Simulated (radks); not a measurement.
Task: The mean radii <r> (bohr) of the occupied orbitals of an atom or ion are listed with their occupations. Calculated with a radial shooting solver on a logarithmic mesh with Libxc functionals: Dirac Kohn-Sham, OLYP, spin-unpolarised, spherical densities, point nucleus.

orbital  occ.      <r>
1s1/2       2  0.04409
2s1/2       2   0.1956
2p1/2       2   0.1685
2p3/2       4   0.1723
3s1/2       2   0.5734
3p1/2       2   0.5817
3p3/2       4   0.5922
3d3/2       4   0.6255
3d5/2       6   0.6298
4s1/2       2    1.796
4p1/2       2    2.268
4p3/2       2    2.321

Name the element and its charge. Open shells, if any, fill j = l - 1/2 first.

Result: Z = 34, selenium, charge 0: Se in [Ar] 3d10 4s2 4p4. The 1s radius gives Z: for a bare nucleus <r> = (2 gamma + 1)/(2Z) with gamma = sqrt(1 - (Z/c)^2), 0.0432 bohr for Z = 34, and screening makes it slightly larger (0.04409 here). The occupations add up to 34, and the charge is Z minus that.
